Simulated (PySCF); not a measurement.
Compound: C2H6SSi.
SMILES with atom numbers: `[CH2:1]=[CH:2][SiH2:3][SH:4]` (hydrogens: H5, H6 on C1; H7 on C2; H8, H9 on Si3; H10 on S4)

The same species was optimised twice, with GFN2-xTB and with PBE0-D3(BJ)/def2-SVP (PySCF), and the same property calculations (PySCF, gas phase) were run on both structures.

```json
{"coordinate": "Si3–H8 (Å)", "GFN2-xTB": "1.456", "PBE0-D3(BJ)/def2-SVP": "1.492", "change": "+0.036"}
{"coordinate": "Si3–H9 (Å)", "GFN2-xTB": "1.460", "PBE0-D3(BJ)/def2-SVP": "1.495", "change": "+0.035"}
{"coordinate": "S4–H10 (Å)", "GFN2-xTB": "1.325", "PBE0-D3(BJ)/def2-SVP": "1.352", "change": "+0.027"}
{"coordinate": "C1–H5 (Å)", "GFN2-xTB": "1.078", "PBE0-D3(BJ)/def2-SVP": "1.096", "change": "+0.018"}
{"coordinate": "C1–H6 (Å)", "GFN2-xTB": "1.079", "PBE0-D3(BJ)/def2-SVP": "1.096", "change": "+0.017"}
{"coordinate": "C2–Si3 (Å)", "GFN2-xTB": "1.879", "PBE0-D3(BJ)/def2-SVP": "1.864", "change": "-0.015"}
{"coordinate": "C1=C2 (Å)", "GFN2-xTB": "1.324", "PBE0-D3(BJ)/def2-SVP": "1.339", "change": "+0.015"}
{"coordinate": "C2–H7 (Å)", "GFN2-xTB": "1.085", "PBE0-D3(BJ)/def2-SVP": "1.098", "change": "+0.013"}
{"coordinate": "Si3–S4 (Å)", "GFN2-xTB": "2.159", "PBE0-D3(BJ)/def2-SVP": "2.152", "change": "-0.007"}
{"coordinate": "C2–Si3–S4 (°)", "GFN2-xTB": "107.7", "PBE0-D3(BJ)/def2-SVP": "111.9", "change": "+4.2"}
{"coordinate": "C2–Si3–H9 (°)", "GFN2-xTB": "111.6", "PBE0-D3(BJ)/def2-SVP": "107.9", "change": "-3.7"}
{"coordinate": "S4–Si3–H9 (°)", "GFN2-xTB": "108.1", "PBE0-D3(BJ)/def2-SVP": "111.7", "change": "+3.6"}
{"coordinate": "H8–Si3–H9 (°)", "GFN2-xTB": "113.0", "PBE0-D3(BJ)/def2-SVP": "110.3", "change": "-2.7"}
{"coordinate": "Si3–S4–H10 (°)", "GFN2-xTB": "96.9", "PBE0-D3(BJ)/def2-SVP": "94.6", "change": "-2.3"}
{"coordinate": "C1–C2–Si3 (°)", "GFN2-xTB": "124.6", "PBE0-D3(BJ)/def2-SVP": "122.6", "change": "-2.0"}
{"coordinate": "Si3–C2–H7 (°)", "GFN2-xTB": "117.0", "PBE0-D3(BJ)/def2-SVP": "118.7", "change": "+1.7"}
{"coordinate": "C2–Si3–H8 (°)", "GFN2-xTB": "112.8", "PBE0-D3(BJ)/def2-SVP": "111.9", "change": "-0.9"}
{"coordinate": "C1–C2–Si3–S4 (°)", "GFN2-xTB": "127", "PBE0-D3(BJ)/def2-SVP": "121", "change": "-6"}
```

Rotational constants: A = 11028, B = 2129, C = 1916 MHz (GFN2-xTB) against A = 11437, B = 2077, C = 1911 MHz (PBE0-D3(BJ)/def2-SVP). Point groups within 0.08 Å: C1 and C1.

On the GFN2-xTB structure: lowest singlet, TDDFT (eV) 5.90 [CAM-B3LYP/def2-SVPD]; lowest triplet, Tamm–Dancoff (eV) 4.32 [CAM-B3LYP/def2-SVPD]; isotropic polarisability (au) 73.2 [CAM-B3LYP/def2-SVPD]; HOMO (eV) -8.58 [CAM-B3LYP/def2-SVPD]; LUMO (eV) 0.32 [CAM-B3LYP/def2-SVPD]; dipole (D) 2.03 [CAM-B3LYP/def2-SVPD]; HOMO (eV) -7.26 [PBE0/pcSseg-1]; LUMO (eV) -0.75 [PBE0/pcSseg-1]; dipole (D) 2.30 [PBE0/pcSseg-1]; GIAO shielding of C1 (ppm) 43.7 [PBE0/pcSseg-1]; GIAO shielding of C2 (ppm) 43.7 [PBE0/pcSseg-1]; GIAO shielding of Si3 (ppm) 381.5 [PBE0/pcSseg-1]; GIAO shielding of S4 (ppm) 752.5 [PBE0/pcSseg-1].

Q: What do these properties become on the PBE0-D3(BJ)/def2-SVP structure?

A: 
```json
{"property": "lowest singlet, TDDFT (eV)", "level": "CAM-B3LYP/def2-SVPD", "on GFN2-xTB": "5.90", "on PBE0-D3(BJ)/def2-SVP": "5.90", "change": "0.00"}
{"property": "lowest triplet, Tamm–Dancoff (eV)", "level": "CAM-B3LYP/def2-SVPD", "on GFN2-xTB": "4.32", "on PBE0-D3(BJ)/def2-SVP": "4.19", "change": "-0.13"}
{"property": "isotropic polarisability (au)", "level": "CAM-B3LYP/def2-SVPD", "on GFN2-xTB": "73.2", "on PBE0-D3(BJ)/def2-SVP": "74.5", "change": "+1.3"}
{"property": "HOMO (eV)", "level": "CAM-B3LYP/def2-SVPD", "on GFN2-xTB": "-8.58", "on PBE0-D3(BJ)/def2-SVP": "-8.69", "change": "-0.11"}
{"property": "LUMO (eV)", "level": "CAM-B3LYP/def2-SVPD", "on GFN2-xTB": "0.32", "on PBE0-D3(BJ)/def2-SVP": "0.26", "change": "-0.06"}
{"property": "dipole (D)", "level": "CAM-B3LYP/def2-SVPD", "on GFN2-xTB": "2.03", "on PBE0-D3(BJ)/def2-SVP": "1.85", "change": "-0.18"}
{"property": "energy, GFN2-xTB geometry as zero (kcal/mol)", "level": "CAM-B3LYP/def2-SVPD", "on GFN2-xTB": "0.0", "on PBE0-D3(BJ)/def2-SVP": "-1.6", "change": "-1.6"}
{"property": "HOMO (eV)", "level": "PBE0/pcSseg-1", "on GFN2-xTB": "-7.26", "on PBE0-D3(BJ)/def2-SVP": "-7.39", "change": "-0.13"}
{"property": "LUMO (eV)", "level": "PBE0/pcSseg-1", "on GFN2-xTB": "-0.75", "on PBE0-D3(BJ)/def2-SVP": "-0.83", "change": "-0.08"}
{"property": "dipole (D)", "level": "PBE0/pcSseg-1", "on GFN2-xTB": "2.30", "on PBE0-D3(BJ)/def2-SVP": "2.11", "change": "-0.19"}
{"property": "energy, GFN2-xTB geometry as zero (kcal/mol)", "level": "PBE0/pcSseg-1", "on GFN2-xTB": "0.0", "on PBE0-D3(BJ)/def2-SVP": "-1.8", "change": "-1.8"}
{"property": "GIAO shielding of C1 (ppm)", "level": "PBE0/pcSseg-1", "on GFN2-xTB": "43.7", "on PBE0-D3(BJ)/def2-SVP": "38.8", "change": "-4.9"}
{"property": "GIAO shielding of C2 (ppm)", "level": "PBE0/pcSseg-1", "on GFN2-xTB": "43.7", "on PBE0-D3(BJ)/def2-SVP": "40.5", "change": "-3.2"}
{"property": "GIAO shielding of Si3 (ppm)", "level": "PBE0/pcSseg-1", "on GFN2-xTB": "381.5", "on PBE0-D3(BJ)/def2-SVP": "376.8", "change": "-4.7"}
{"property": "GIAO shielding of S4 (ppm)", "level": "PBE0/pcSseg-1", "on GFN2-xTB": "752.5", "on PBE0-D3(BJ)/def2-SVP": "728.8", "change": "-23.7"}
```

The heavy atoms differ by 0.046 Å rms after alignment. Among all bonds Si3–H8 and Si3–H9 change most and about equally (+0.035 to +0.036 Å). Changes are differences of the printed values. Neither structure is proved a minimum here.

The values belong to the conformer `[CH2:1]=[CH:2][SiH2:3][SH:4]`: C1–C2–Si3–S4 121°, H–S4–Si3–C2 -60°.
